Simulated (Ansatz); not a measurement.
System: C$_{3}$H$_{6}$O, net charge 0, singlet state. SMILES: C1O[C@H]1C
Structure (B3LYP-D3(BJ)/def2-TZVP (Ansatz, a quantum-chemistry and plane-wave program) minimum search):
```
C
H 1 1.0883
O 1 1.4326 2 113.21
C 3 1.4309 1 61.46 2 108.79
H 4 1.0859 3 115.26 1 -111.45
H 4 1.0864 5 115.42 3 138.05
C 1 1.5007 2 115.53 3 -138.24
H 7 1.0905 1 110.63 2 -179.55
H 7 1.0919 8 108.34 1 121.39
H 7 1.0926 8 108.70 9 117.14
```

CCSD(T) with Ansatz in growing basis sets, 24 correlated electrons. Valence correlation only, unless marked. Open shells are spin-unrestricted. Spin-orbit coupling is left out. Non-relativistic. Costs are ratios of core time to the smallest set, on shared machines of one kind, and rough; they hold the program's checks for lower states.

| basis | functions | cost over smallest | E(corr) (Eh) | electronic atomisation energy (kcal/mol) |
|---|---|---|---|---|
| cc-pVDZ | 86 | 1× | -0.6641 | 878.3 |
| cc-pVTZ | 204 | 10× | -0.8097 | 926.0 |

Formally CCSD grows as o²v⁴ and (T) as o³v⁴; with o = 12 and v going from 70 to 188 both grow 52-fold in the last step, while integrals and the mean field grow more slowly. That step adds 145.6 mEh of correlation energy and 47.7 kcal/mol to the atomisation energy.
